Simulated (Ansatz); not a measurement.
A single point on `F[Si](F)(Cl)[S][GeH2][Cl]`.

```yaml
crystal:
  periodic: [false, false, false]
  atoms:
    - {symbol: F, position_ang: [0.019760, 1.600122, 2.657614]}
    - {symbol: Si, position_ang: [-0.263453, 0.538795, 1.527446]}
    - {symbol: F, position_ang: [-1.774266, 0.118515, 1.667773]}
    - {symbol: Cl, position_ang: [0.860289, -1.105720, 1.875622]}
    - {symbol: S, position_ang: [0.131610, 1.481913, -0.300310]}
    - {symbol: Ge, position_ang: [0.368088, -0.281727, -1.642120]}
    - {symbol: Cl, position_ang: [-1.347328, -1.556980, -1.486467]}
    - {symbol: H, position_ang: [0.412656, 0.312145, -3.050778]}
    - {symbol: H, position_ang: [1.592643, -1.107062, -1.248799]}
basis:
  gaussian: {orbitals: def2-QZVPP}
correlation: {method: mp2}
```

```sh
$ ansatz run in.yaml --threads 2 --pin off --events-out ev --progress --plain --max-ram 22528MiB --backend cuda --devices 0, --max-vram 18GiB
```

Shortened log:

```
Functional definition: HF
3334 factors; integrals over basis functions are off by at most 9.5e-4 eV
mean field evaluation 1: about -105615.0217 eV, gradient 4.1e1 eV
mean field evaluation 2: about -105615.2771 eV, gradient 4.1e1 eV
mean field evaluation 4: about -105618.6491 eV, gradient 3.3e0 eV
mean field evaluation 8: about -105618.6998 eV, gradient 3.5e-1 eV
mean field evaluation 16: about -105618.7004 eV, gradient 2.9e-6 eV
mean field -105618.70042635 eV, -3881.4156497418 hartree, gradient 2.8e-6 eV, S^2 0.000000; 0 other end points of the search recorded, 0 dependent functions left out
31 core orbitals not correlated: weight in the atoms' cores, before any rotation towards them, 1.000 or more for the frozen orbitals, at most 0.000 for the correlated occupied ones
reference -105618.70042635 eV, -3881.4156497418 hartree; 27, 27 occupied and 485, 485 virtual orbitals, 3334 factors
second order -48.64064005 eV of doubles, -0.00000000 eV of singles
Total energy: -105667.34106640 eV, -3883.2031602938 hartree
```

Hardware: 2 threads of an AMD EPYC 7R13 on a shared host and a share of an NVIDIA H100 80 GB. Wall time 5 s, peak host memory 1.2 GiB.
